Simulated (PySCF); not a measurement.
CH6F2P2Si.
Atom-mapped SMILES: `[F:1][CH:2]([F:3])[SiH:4]([PH2:5])[PH2:6]` (hydrogens: H7 on C2; H8 on Si4; H9, H10 on P5; H11, H12 on P6)

A GFN2-xTB structure was refined with PBE0-D3(BJ)/def2-SVP geometry optimisation, gas phase (PySCF 2.14.0). Its GFN2-xTB values:

| coordinate | GFN2-xTB |
| --- | --- |
| F1–C2 | 1.391 Å |
| C2–Si4 | 1.910 Å |
| C2–H7 | 1.105 Å |
| Si4–P5 | 2.275 Å |
| Si4–H8 | 1.461 Å |
| P5–H9 | 1.418 Å |
| P5–H10 | 1.381 Å |
| F1–C2–F3 | 106.9° |
| F1–C2–Si4 | 110.0° |
| C2–Si4–P5 | 104.1° |
| P5–Si4–P6 | 121.8° |
| F1–C2–Si4–P5 | -174° |

Q: How do these coordinates change at the PBE0-D3(BJ)/def2-SVP level?

A: 
| coordinate | PBE0-D3(BJ)/def2-SVP (Å or °) | change |
| --- | --- | --- |
| P5–H10 | 1.429 | +0.048 |
| F1–C2 | 1.357 | -0.034 |
| Si4–H8 | 1.494 | +0.033 |
| C2–Si4 | 1.929 | +0.019 |
| P5–H9 | 1.428 | +0.010 |
| Si4–P5 | 2.265 | -0.010 |
| C2–H7 | 1.106 | +0.001 |
| P5–Si4–P6 | 119.7 | -2.1 |
| C2–Si4–P5 | 105.6 | +1.5 |
| F1–C2–F3 | 108.0 | +1.1 |
| F1–C2–Si4 | 110.4 | +0.4 |
| F1–C2–Si4–P5 | 176 | -10 |

The energy falls by 0.119 eV over 10 energy and gradient evaluations, the largest force component goes from 0.0196 to 3.1e-04 Eh/bohr, and the atoms move by 0.148 Å rms after alignment. The bond that changes most is P5–H10 (three-coordinate phosphorus to P–H hydrogen), which lengthens by 0.048 Å. Bonds longer at the end by more than 0.005 Å: 6 of 11; shorter: 2. Among the dihedrals that turn most is H8–Si4–P5–H10, from 86° to 71°. Rotational constants go from 1790, 1349, 934.8 to 1785, 1380, 930.5 MHz.

The run used 126 basis functions and 64 SCF cycles in all.

Not checked by PBE0-D3(BJ)/def2-SVP frequencies. One conformer, not necessarily the lowest.
